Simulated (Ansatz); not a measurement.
## Energy profile

The step: GeH₄ + H₂O + H₂O → GeH₄O ([OH][GeH3]) + H₂O + H₂; bonds formed: Ge1–O7, H2–H8, H6–O9; bonds broken: Ge1–H2, H6–O7, H8–O9 (atoms numbered as in the saddle structure below).

Ge1  (-0.433, -0.031, -1.290)
H2  (-0.459, -1.216, 0.132)
H3  (0.468, -1.071, -1.991)
H4  (-1.950, -0.277, -1.394)
H5  (-0.207, 1.259, -2.170)
H6  (0.598, 0.437, 1.151)
O7  (0.207, 1.072, 0.189)
H8  (0.114, -1.051, 1.032)
O9  (0.749, -0.511, 1.834)
H10  (0.694, 1.837, -0.129)
H11  (0.219, -0.449, 2.636)
(Å)

Electronic energies by CCSD(T) at an estimated basis limit (MP2 extrapolated from triple and quadruple zeta, plus CCSD(T) − MP2 in triple zeta), on PBE0-D4/def2-TZVP structures; GeH$_{8}$O$_{2}$, singlet; no counterpoise correction. Computed with Ansatz 0.2.0 (basis: def2-TZVPP and def2-QZVPP); correlated methods freeze the cores. Filled d shells of the heavier atoms are correlated. The def2 sets are not built for correlating such inner shells, so the correlated values are less sure here. Extrapolation: Hartree–Fock as exp(−7.88 √X), correlation as X^−2.97.

**Question.** Give the profile in kJ/mol, counted from the separated reactants. (An estimate is asked for; the value comes from the calculation.)

**Answer.** By the calculation:
```csv
point,kJ/mol
"separated: GeH$_{4}$ (Ge1, H2, H3, H4, H5; singlet) + H$_{2}$O (H6, O7, H10; singlet) + H$_{2}$O (H8, O9, H11; singlet)",0.0
start structure,-30.3
saddle,178.9
end structure,-22.9
"separated: GeH$_{4}$O (linked as [OH][GeH3]; Ge1, H3, H4, H5, O7, H10; singlet) + H$_{2}$ (H2, H8; singlet) + H$_{2}$O (H6, O9, H11; singlet)",4.4
```

T1 diagnostic: at most 0.013.

For scale, one of the runs: CCSD(T)/def2-TZVPP, 222 basis functions (an equivalent command: `ansatz run in.yaml --threads 4`). Hardware: 4 CPU threads, shared host. Wall time 93 s; peak host memory 3.7 GiB.
